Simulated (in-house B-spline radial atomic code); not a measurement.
## Ionising neutral helium with different functionals

Computed with an all-electron radial atomic-structure program (B-spline basis): non-relativistic Hamiltonian, point nucleus, spin-polarised at highest spin, spherical fractional occupations for the functionals, the average over the highest-spin determinants for Hartree-Fock. The ionisation energy is the difference of two self-consistent energies, 1s2 → 1s1, without Breit or QED terms; ε is the level of the shell that loses the electron (its least bound occupied spin orbital).

```tsv
method	rung	ΔSCF (eV)	-ε(1s) (eV)
Hartree-Fock	Hartree-Fock	23.45	24.98
HF fractional	Hartree-Fock	23.45	24.98
LDA VWN5	LDA	24.30	15.52
LDA PW92	LDA	24.29	15.52
LDA exchange-only	LDA	22.07	14.07
PBE	GGA	24.47	15.76
PBEsol	GGA	24.17	15.50
BLYP	GGA	24.82	15.92
RPBE	GGA	24.67	15.82
PW91	GGA	24.58	15.87
BP86	GGA	24.86	15.89
AM05	GGA	24.35	15.43
OLYP	GGA	24.79	15.81
TPSS	meta-GGA	24.75	16.29
SCAN	meta-GGA	?	?
r2SCAN	meta-GGA	24.62	16.54
M06-L	meta-GGA	24.70	16.59
revTPSS	meta-GGA	24.81	16.47
PBE0	global hybrid	24.45	18.22
B3LYP	global hybrid	?	?
TPSSh	global hybrid	24.73	17.23
BHandHLYP	global hybrid	24.72	20.84
r2SCAN0	global hybrid	24.58	18.77
B97-1	global hybrid	24.63	17.90
HSE06	range-separated hybrid	24.47	17.82
wB97X	range-separated hybrid	24.65	20.91
CAM-B3LYP	range-separated hybrid	24.80	19.96
LC-wPBE	range-separated hybrid	24.64	21.20
```

What does SCAN give?

ΔSCF 24.62 eV, and -ε(1s) = 16.54 eV.

What does B3LYP give?

ΔSCF 24.94 eV, and -ε(1s) = 18.00 eV.

Among the functionals, which spreads more, the ΔSCF values or the orbital energies?

The orbital energies: ΔSCF values span about 2.87 eV and the orbital energies 7.13 eV.

How do they compare with the NIST value?

NIST lists 24.587 eV (measured, ground level to ground level). Errors run from -2.52 to +0.35 eV; r2SCAN0 is closest (-0.00 eV), but part of that can be cancellation, since the calculations leave out relativity, Breit-QED terms. Hartree-Fock also lacks correlation.
